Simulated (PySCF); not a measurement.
**Diatomics of Br with the 3d metals**

r²SCAN with triple-zeta basis sets in PySCF, for the lowest determinant that a PBE0 search found; no spin–orbit coupling. De refers to high-spin ground-configuration atoms. A positive dipole means M(−)Br(+).

```csv
M,basis,state (unpaired electrons),Re (Å),ωe (cm⁻¹),De (eV),μ (D)
Sc,def2-TZVPP,"triplet (σ ↑, δ ↑)",2.463,308,4.61,-4.22
Ti,def2-TZVPP,"quartet (σ ↑, π ↑, δ ↑)",2.407,309,n/a,-3.84
V,def2-TZVPP,"quintet (σ ↑, π ↑↑, δ ↑)",2.376,306,n/a,-4.29
Cr,def2-TZVPP,"sextet (σ ↑, π ↑↑, δ ↑↑)",2.340,303,3.43,-4.97
Mn,def2-TZVPP,"septet (σ ↑↑, π ↑↑, δ ↑↑)",2.379,289,3.77,-2.74
Fe,def2-TZVPP,"sextet (σ ↑↑, π ↑↑, δ ↑)",2.318,301,n/a,-1.91
Co,x2c-TZVPPall,"triplet (π ↑, δ ↑)",2.198,320,n/a,-4.32
Cu,x2c-TZVPPall,singlet (closed shell),2.160,320,3.48,-4.18
Zn,def2-TZVPP,doublet (σ ↑),2.293,278,2.14,-2.45
```

Problem. By what factor does the harmonic wavenumber vary along the series?

Solution. At r²SCAN it runs from 278 cm⁻¹ (ZnBr) to 320 cm⁻¹ (CuBr), a factor of 1.15.

The rows differ in basis set, which adds steps of its own.

The state changes along the series, so neighbouring rows are not always alike in their bonding.

De is left out where the level can put another filling of the metal’s s and d shells below the measured ground configuration, by anything from nothing to about 1 eV. The metal atom is held in its measured ground configuration; semilocal functionals can put another filling of s and d lower by some tenths of an eV, and De to that atom would be smaller. Spin–orbit coupling is left out. States were picked by a PBE0 search and need not be the measured ground states. With d or f electrons several states lie close, and the lowest PBE0 determinant need not be the measured ground state.
